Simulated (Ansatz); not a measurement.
Gas-phase electronic energies from Ansatz, PBE0-D4/def2-TZVP geometries. CBS: MP2 limit from def2 TZ/QZ plus the TZ coupled-cluster correction, frozen cores. DFT in def2-TZVPP. B3LYP here is the variant with VWN-RPA as its local correlation; programs differ in this. Each species was taken in one conformer, which may not be the lowest.

Consider the ligand exchange at the Si–C bond: `N=C=C(F)[SiH3]` + `CC(O)O` → `CC(O)O[SiH3]` + `N=C=CF`.

| level | ΔE (kJ/mol) | difference from CCSD(T)/CBS |
| --- | --- | --- |
| PBE-D4 | -50.9 | 13.1 |
| r2SCAN-D4 | -59.4 | 4.6 |
| PBE0-D4 | -56.0 | 8.0 |
| B3LYP-D4 | -65.1 | -1.1 |
| ωB97X-V | -63.4 | 0.6 |
| ωB97M-V | -63.2 | 0.8 |
| B2PLYP | -64.6 | -0.6 |
| PBE | -49.5 | 14.5 |
| r2SCAN | -58.9 | 5.1 |
| PBE0 | -54.7 | 9.3 |
| B3LYP | -63.1 | 0.9 |
| HF/def2-TZVPP | -78.2 | -14.2 |
| MP2/def2-TZVPP | -64.5 | -0.5 |
| SCS-MP2/def2-TZVPP | -67.8 | -3.8 |
| CCSD/def2-TZVPP | -67.4 | -3.4 |
| CCSD(T)/def2-TZVPP | -64.8 | -0.8 |
| HF/def2-QZVPP | -79.6 | -15.6 |
| MP2/def2-QZVPP | -64.6 | -0.6 |
| SCS-MP2/def2-QZVPP | -67.8 | -3.8 |
| HF/CBS(def2) | -79.8 | -15.8 |
| MP2/CBS(def2) | -63.7 | 0.3 |
| CCSD/CBS(def2) | -66.7 | -2.7 |
| CCSD(T)/CBS | -64.0 | 0 |

Largest T1 diagnostic among the species: 0.015.

In def2-TZVPP, CCSD(T) changes the Hartree–Fock value by +13.4 kJ/mol (the triples alone add +2.7 kJ/mol) and MP2 by +13.7 kJ/mol. From PBE to PBE0 (25 % exact exchange), in def2-TZVPP and without D4, ΔE moves by −5.2 kJ/mol.
